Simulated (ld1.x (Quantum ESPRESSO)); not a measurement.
**Before and after: TM potential for Sn**

```json
{
  "Element": "tin (Sn)",
  "Generator": "ld1.x (Quantum ESPRESSO) 7.5",
  "Type": "norm-conserving Troullier–Martins (Kleinman–Bylander form)",
  "Functional": "PBE",
  "Relativity": "fully relativistic",
  "Frozen core": "[Kr] 4d10",
  "Valence charge": "4",
  "Reference configuration": "5s1.75 5p2.25",
  "Partial waves": "5s (bound): rc 1.80 bohr; 5p (bound): rc 2.80 bohr",
  "Local potential": "all-electron potential smoothed inside 1.50 bohr (lloc = -1)",
  "Core correction": "Bessel-smoothed model core inside 1.35 bohr"
}
```

Open shells are filled in proportion to 2j + 1 (rel_dist='average').

Change: scalar-relativistic.

Cutoffs: the cutoffs (Ry, on a coarse ladder) from which the occupation-weighted sum of valence levels, in a spherical-Bessel basis at the reference potential, stays within 10 and 1 mRy of its value at 400 Ry; they do not see the model core or the augmentation charge, which bear on the density cutoff. Errors are all-electron minus pseudo energies relative to the spin-unpolarised reference configuration.

Problem. How do hardness, ghosts and transferability respond?

Solution. The potential gets neither clearly harder nor softer (21 Ry and 40 Ry → 21 Ry and 40 Ry); both files keep a bound ghost (d, s); of the 7 tests that both files solve, the error grows in 3 and shrinks in 0 by more than 15 % and 0.3 meV (median size 0.4 → 2.2 meV).

```csv
quantity,base,changed
"cutoff, loose",21 Ry,21 Ry
"cutoff, tight",40 Ry,40 Ry
bound ghosts,"s, d","s, d"
"error for 5s2 5p2, meV [ΔE -1.72 eV]",-0.4,-0.3
"error for 5s2 5p1, meV [ΔE 5.17 → 5.15 eV]",-0.4,-2.2
"error for 5s2 5p0, meV [ΔE 19.14 → 19.11 eV]",-55,-59
"error for 5s1 5p3, meV [ΔE 5.24 → 5.26 eV]",-2.3,-3.2
"error for 5s2 5p2.3, meV [ΔE -2.57 eV]",0.0,+0.3
"error for 5s2 5p1.5, meV [ΔE 0.90 → 0.89 eV]",-0.1,-0.6
"error for 5s1 5p0, meV [ΔE 50.11 → 50.08 eV]",-320,-329
s: phases at 3.06 bohr within 0.05 rad from the reference energy up to (Ry; the scan ends near 5),1.7,1.7
```

 A true bound ghost makes a file unfit for plane-wave use even where its test errors are small: the radial tests pick states by their node count and pass the ghost by.
